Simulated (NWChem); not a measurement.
Species: InF, singlet; SMILES [F][In]

```xyz
2

In     0.0000     0.0000    -0.3000
F      0.0000     0.0000     1.6965
```
Atoms are numbered in this order, from 1.

Level: PBE0/def2-SVP with def2 effective core potentials on In (NWChem), optimised geometry, unscaled harmonic frequencies. Low-valent species are run as closed-shell singlets; no triplet was tried in these runs. def2 effective core potentials on In; no spin-orbit coupling.

Q: List the harmonic frequencies with IR intensities, and the thermochemistry.

A: 
| frequency (cm⁻¹) | IR intensity (km/mol) |
|---|---|
| 565 | 86.1 |

```yaml
zero_point_energy: 0.8 kcal/mol
thermal correction to the enthalpy at 298.15 K (with zero-point energy): 3.0 kcal/mol
heat capacity Cv: 6.1 cal/(mol K)
entropy at 298.15 K and 1 atm (symmetry number 1): 56.3 cal/(mol K)
```

Rigid rotor and harmonic oscillator.
